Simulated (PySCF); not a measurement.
```xyz
3
charge 0 multiplicity 3, angstrom
Se    1.3126    0.0000    0.0000
Cd   -0.4600    1.8560    0.0000
Cd   -0.4600   -1.8560    0.0000
```

Method: UPBE0 in PySCF with Se def2-TZVP, Cd def2-TZVP with ECP28; scalar-relativistic core potentials, no spin–orbit coupling; density-fitted integrals.

This geometry of Cd₂Se is a stationary point at this level.

What is the point group?

C2v.

Is it a minimum?

Yes: all harmonic wavenumbers are real, though the softest, 37 cm⁻¹, leaves little margin.

Which band is strongest in the infrared?

186 cm⁻¹ (b2), 16 km/mol.

What are the dipole moment and the gap between the highest occupied and lowest empty levels of either spin?

2.07 D and 2.25 eV.

Give the ideal-gas entropy at 298.15 K and 1 bar by parts.

translation 180.3, rotation 120.8, vibration 41.7, spin 9.1; total 351.9 J/(mol K).

Only a few start shapes were tried, so a lower isomer may exist.
